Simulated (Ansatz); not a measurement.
CH7BOSi, SMILES `B[SiH2]OC`, 11 atoms. Total charge 0; spin multiplicity 1. All runs use 2 threads of an Arm Neoverse V2 on a shared host. Correlated methods freeze the cores.

(1) How many basis functions does each run have, and how long does it take in Ansatz? direct RPA on PBE orbitals/def2-TZVPP energy; RKS ωB97M-V/def2-SVP energy; RKS ωB97M-V/def2-QZVPP energy; RKS PBE-D4/def2-TZVPP energy and forces; RKS BLYP-D4/def2-TZVPP energy; RKS PBE0-D4/def2-QZVPP energy; RKS PBE0-D4/def2-SVP energy; RKS PBE0-D4/def2-TZVP frequencies; RKS PBE0-D4/def2-TZVP relaxation (6 steps); RHF-CCSD(T)/def2-SVP energy; RHF-MP2/def2-QZVPP energy; RKS HSE06 (plane-wave form)-D4/def2-TZVPP energy. (Best estimate.)

Answers

(1) The calculation gave: Other jobs shared the machine, so times are rough.

```csv
level,job,functions,wall time,peak host memory (GiB)
RKS PBE0-D4/def2-SVP,energy,95,1 s,0.43
RKS BLYP-D4/def2-TZVPP,energy,233,2.3 s,0.26
RKS PBE-D4/def2-TZVPP,energy and forces,233,2.8 s,0.26
RKS HSE06 (plane-wave form)-D4/def2-TZVPP,energy,233,3.2 s,0.48
RHF-CCSD(T)/def2-SVP,energy,95,3.3 s,0.43
RKS ωB97M-V/def2-SVP,energy,95,4.5 s,0.43
direct RPA on PBE orbitals/def2-TZVPP,energy,233,6.5 s,0.51
RKS PBE0-D4/def2-QZVPP,energy,451,8.5 s,1.2
RKS ωB97M-V/def2-QZVPP,energy,451,21 s,1.5
RKS PBE0-D4/def2-TZVP,relaxation (6 steps),172,22 s,0.36
RHF-MP2/def2-QZVPP,energy,451,22 s,2.4
RKS PBE0-D4/def2-TZVP,frequencies,172,2.2 min,0.43
```
